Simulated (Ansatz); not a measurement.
Consider the substitution at a C–O bond: `[OH][Sn-]1[O]C(C(F)(F)F)=CC(C(F)(F)F)=[O+]1` + `CB(O)O` → `C[B-]1(O)OC(C(F)(F)F)=CC(C(F)(F)F)=[O+]1` + `[OH][Sn][OH]`.

Gas-phase electronic energies from Ansatz, PBE0-D4/def2-TZVP geometries. CCSD(T)/CBS is the MP2 limit (def2-TZVPP, def2-QZVPP) plus CCSD(T) − MP2 in def2-TZVPP, frozen cores. This one scheme is used for every species. DFT in def2-TZVPP. B3LYP here is the variant with VWN-RPA as its local correlation; programs differ in this. HSE06 is defined as in plane-wave codes. Elements past krypton have def2 core potentials. For Sn outer-core shells are correlated without core-valence functions, which leaves a few kJ/mol of doubt a bond. One conformer a species, not always the lowest.

CCSD(T)/CBS gives +97.9 kJ/mol.

Task: Another level gave +105.2 kJ/mol. Which?
A. MP2/def2-TZVPP
B. CAM-B3LYP/def2-TZVPP
C. B3LYP-D4/def2-TZVPP
D. HSE06/def2-TZVPP

Result: C. B3LYP-D4 105.2, HSE06 93.4, MP2/def2-TZVPP 88.9, CAM-B3LYP 99.8 kJ/mol.

Largest T1 diagnostic among the species: 0.018.

Leaving LDA and LC-ωPBE aside and taking each functional with its dispersion term where it has one, the values, not all of them listed here, spread over 19.8 kJ/mol, from PBE-D4 to BHLYP-D4. LDA lies −13.8 kJ/mol from PBE without D4. From BLYP to BHLYP (50 % exact exchange), in def2-TZVPP and without D4, ΔE moves by +4.8 kJ/mol.
